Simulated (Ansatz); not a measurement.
Consider the ligand exchange at the Si–S bond: `C[SiH](O)S` + CH₃OH → `CO[SiH](C)O` + H₂S.

Calculated with Ansatz (gas phase, PBE0-D4/def2-TZVP geometries, no zero-point term in ΔE). CBS: MP2 limit from def2 TZ/QZ plus the TZ coupled-cluster correction, frozen cores. This one scheme is used for every species. DFT in def2-TZVPP. B3LYP here is the variant with VWN-RPA as its local correlation; programs differ in this. One conformer a species, not always the lowest.

```csv
level,ΔE (kcal/mol),difference from CCSD(T)/CBS
PBE-D4,-7.1,3.0
PBE0-D4,-7.8,2.3
B3LYP-D4,-10.6,-0.5
ωB97M-V,-10.4,-0.3
B2PLYP,-10.8,-0.7
PBE,-7.1,3.0
r2SCAN,-9.4,0.7
PBE0,-7.8,2.3
B3LYP,-10.6,-0.5
MP2/def2-TZVPP,-10.2,-0.1
SCS-MP2/def2-TZVPP,-11.1,-1.0
CCSD/def2-TZVPP,-11.4,-1.3
CCSD(T)/def2-TZVPP,-10.9,-0.8
HF/def2-QZVPP,-13.4,-3.3
MP2/def2-QZVPP,-9.8,0.3
CCSD/CBS(def2),-10.6,-0.5
CCSD(T)/CBS,-10.1,0
```

Largest T1 diagnostic among the species: 0.011.

In def2-TZVPP, CCSD(T) changes the Hartree–Fock value by +2.1 kcal/mol (the triples alone add +0.5 kcal/mol) and MP2 by +2.9 kcal/mol.
